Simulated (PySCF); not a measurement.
**From orbital energies to excitation energies**

Species: C4H7FOSi.
Numbering: `[CH3:1][O:2][Si@@H:3]1[CH2:4][CH:5]=[C:6]1[F:7]` (hydrogens: H8, H9, H10 on C1; H11 on Si3; H12, H13 on C4; H14 on C5)

Computed, not measured: TDDFT wB97X-D/def2-SVPD, vertical, gas phase, core orbitals frozen in the response (PySCF). Geometry: GFN2-xTB, one conformer, isolated molecule. Torsions of this conformer, `[CH3:1][O:2][Si@@H:3]1[CH2:4][CH:5]=[C:6]1[F:7]`: C1–O2–Si3–C4 173°.

Orbital energies (eV): HOMO-3 -11.32, HOMO-2 -10.41, HOMO-1 -10.02, HOMO -9.17, LUMO 1.60, LUMO+1 2.10, LUMO+2 2.35.

Computed singlets:

| state | E (eV) | f |
| --- | --- | --- |
| S1 | 6.52 | 0.100 |
| S2 | 6.71 | 0.014 |
| S3 | 7.01 | 0.014 |
| S4 | 7.13 | 0.0002 |
| S5 | 7.47 | 0.017 |
| S6 | 7.57 | 0.016 |
| S7 | 7.99 | 0.0020 |
| S8 | 8.02 | 0.146 |

Which orbital pair leads each of S1, S2, S3 and S4, and how does its energy difference Δε compare with the excitation energy?

```json
{"state": "S1", "leading configuration": "HOMO→LUMO", "weight": "0.82", "Δε (eV)": "10.77", "E (eV)": "6.52", "E − Δε (eV)": "-4.25", "f": "0.100", "other configurations": "–"}
{"state": "S2", "leading configuration": "HOMO-1→LUMO", "weight": "0.76", "Δε (eV)": "11.62", "E (eV)": "6.71", "E − Δε (eV)": "-4.91", "f": "0.014", "other configurations": "H→L (8%)"}
{"state": "S3", "leading configuration": "HOMO→LUMO+1", "weight": "0.85", "Δε (eV)": "11.27", "E (eV)": "7.01", "E − Δε (eV)": "-4.26", "f": "0.014", "other configurations": "–"}
{"state": "S4", "leading configuration": "HOMO-2→LUMO", "weight": "0.82", "Δε (eV)": "12.02", "E (eV)": "7.13", "E − Δε (eV)": "-4.89", "f": "0.0002", "other configurations": "–"}
```

E − Δε runs from -4.91 to -4.25 eV. By orbital difference alone the order would be S1, S3, S2, S4.

H and L stand for HOMO and LUMO. The other states: S5 7.47 eV, f 0.017, H→L+3 (42%), H→L+2 (35%), H-1→L+1 (9%); S6 7.57 eV, f 0.016, H-1→L+1 (56%), H-2→L+1 (10%); S7 7.99 eV, f 0.0020, H→L+4 (21%), H→L+3 (18%), H→L+6 (14%); S8 8.02 eV, f 0.146, H-2→L+1 (47%), H-1→L+1 (14%), H-3→L (12%).

Which computed triplets share their leading configuration (75% or more) with a singlet, and how far apart are the partners?

```tsv
configuration	triplet	E(T) (eV)	singlet	E(S) (eV)	E(S) − E(T) (eV)
HOMO-1→LUMO	T2	6.17	S2	6.71	+0.55
```

The 3 triplets are Tamm–Dancoff values, the singlets full response.

Summed over the main configurations (up to three a state, each over 8%) of all 8 singlets, the electron leaves HOMO with weight 3.04, HOMO-1 with weight 1.55, HOMO-2 with weight 1.39 and HOMO-3 with weight 0.12.
